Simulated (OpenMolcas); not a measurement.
Fe3+, Ru3+, Os3+: d5 down the group

```yaml
Program: OpenMolcas 26.06
Method: SS-CASPT2, IPEA 0.25 Eh, imaginary shift 0.1 Eh
Basis: ANO-R3
Scalar_Hamiltonian: X2C, finite nucleus
Spin-orbit_coupling: state interaction with AMFI integrals over the reference wave functions, term energies averaged over their components
```

Active space for each ion: 5 electrons in 5 orbitals (d); closed shells correlated by CASPT2: Fe3+ 3s 3p; Ru3+ 4s 4p; Os3+ 5s 5p.

Computed levels in cm-1 above 6S 5/2:

```json
{"Level": "4G 7/2", "Fe3+": "32890", "Ru3+": "23450", "Os3+": "20820"}
{"Level": "4G 11/2", "Fe3+": "32900", "Ru3+": "23530", "Os3+": "21900"}
{"Level": "4G 9/2", "Fe3+": "32910", "Ru3+": "23590", "Os3+": "22640"}
{"Level": "4P 1/2", "Fe3+": "36380", "Ru3+": "26770", "Os3+": "24140"}
{"Level": "4D 7/2", "Fe3+": "39530", "Ru3+": "27900", "Os3+": "26690"}
{"Level": "4D 1/2", "Fe3+": "39620", "Ru3+": "28760", "Os3+": "30270"}
{"Level": "2I 11/2", "Fe3+": "48030", "Ru3+": "34400", "Os3+": "31940"}
{"Level": "2I 13/2", "Fe3+": "48100", "Ru3+": "34910", "Os3+": "34880"}
{"Level": "2F 7/2(1)", "Fe3+": "52950", "Ru3+": "39980", "Os3+": "44260"}
{"Level": "weight of 6S in the lowest level (%)", "Fe3+": "100", "Ru3+": "99", "Os3+": "87"}
```

Mixed levels, with the weight of the term that names them: Ru3+ 4P 1/2 (71 %), Ru3+ 4D 1/2 (72 %), Ru3+ 2F 7/2(1) (70 %), Os3+ 4G 7/2 (67 %), Os3+ 4P 1/2 (60 %), Os3+ 4D 7/2 (70 %), Os3+ 4D 1/2 (65 %), Os3+ 2F 7/2(1) (60 %).

Measured, with the error of the calculation in %. Measured levels: Fe3+ from Corliss and Sugar, J. Phys. Chem. Ref. Data 11, 135 (1982).

```
    Level          Fe3+
  4G 11/2  32246 (+2.0)
   4P 1/2  35407 (+2.8)
   4D 7/2  38779 (+1.9)
   4D 1/2  38897 (+1.9)
2F 7/2(1)  51394 (+3.0)
```

Without spin-orbit coupling 4G lies 32890, 23490, 21500 cm-1 above 6S in that order; the difference to the level 4G 7/2, of either sign, comes from spin-orbit coupling, which also lowers the zero.

Term energies are means over components that CASPT2 splits; among the terms shown or strongly mixed into the levels shown the widest spread is 270 cm-1 (5d5 2G(1), Os3+). Measured partners are found by configuration, term and J. A level has none where our copy of the source lacks it or the pairing is in doubt (some pairs that miss far off the trend of their configuration count as doubtful), and it then counts in no deviation. Only configurations of the active space appear.

A number in round brackets counts repeated terms of one configuration in the order of the reference energies.
